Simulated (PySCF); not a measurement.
B(H)(Me)(Et), SMILES CBCC at its PBE0/def2-SVP optimised geometry (Å):

```
13

B      0.4083     0.5563     0.0000
H     -0.1564     1.6364     0.0000
C      1.9738     0.5563     0.0000
H      2.4501    -0.4357     0.0094
H      2.3430     1.1366     0.8647
H      2.3371     1.1153    -0.8816
C     -0.4355    -0.7642    -0.0118
C     -1.9541    -0.6531     0.0241
H     -0.0591    -1.3919     0.8215
H     -0.0987    -1.3282    -0.9066
H     -2.3327    -0.0752    -0.8336
H     -2.2951    -0.1327     0.9330
H     -2.4501    -1.6364     0.0033
```

Calculation: PBE0/def2-TZVP run with PySCF.

Map of the LUMO amplitude (bohr^(-3/2)) on the plane z = 1.5 Å; orbital energy -0.69 eV, overall sign arbitrary:

```
|22222222222223333322222222222|
|22222222223333333332222222222|
|22222222333333333333222222222|
|22222223333333333333222222222|
|22222233333333333333222222222|
|22222333333333333333222222222|
|22223333333344444433222222222|
|22233333334445554433221122222|
|22333333344455665543211112222|
|23333333344566776643210011222|
|23333333445567888653100011222|
|33333333445678999764200011222|
|33333333445678999864210011222|
|33333333445568999864311112222|
|33333333344567787754322122222|
|23333333333445666554322222222|
|22333222222333444443332222222|
|22222222222211223333332222222|
|22222222211100012233332222222|
|22222222211100001222222222222|
|22222222211100001222222222222|
|22222222221111111222222222222|
|22222222222111112222222222222|
|22222222222222222222222222222|
|22222222222222222222222222222|
|22222222222222222222222222222|
|22222222222222222222222222222|
|22222222222222222222222222222|
|22222222222222222222222222222|
```
Scale: ten equal steps from -0.034 (start of '0') to 0.082 (end of '9'), in the order '0123456789'; x runs from -4.50 to 4.50, y from -4.50 (bottom) to 4.50 (top).
